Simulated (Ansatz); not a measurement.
```xyz
7

C    -0.0107   -0.0158   -1.2616
C     0.0396   -0.0211    0.0221
C    -0.0007   -0.0471    1.3245
H    -0.0409   -0.9622   -1.8614
H     0.0329    0.9375   -1.8373
H    -0.9202    0.0108    1.8290
H     0.9266    0.0472    1.8879
```

Basis set: 6-31G* (spherical functions). Correlated methods keep 3 orbitals frozen. Charge 0, multiplicity 1.

Computed with Ansatz (development build ahead of 0.2.0); each method stands on the lowest determinant of its kind that the runs found. Restricted open shells among the atoms or ions are ROHF, correlated in semicanonical orbitals with singles.

The atomization energy at this shape (free ground-state atoms in the same class of orbitals less the molecule, no zero-point energy) of singlet C₃H₄:

```json
{"method": "RHF-MP2", "atomization energy": "2726.9 kJ/mol"}
```

(1) What does RHF give?

## Answers

(1) 2185.9 kJ/mol.
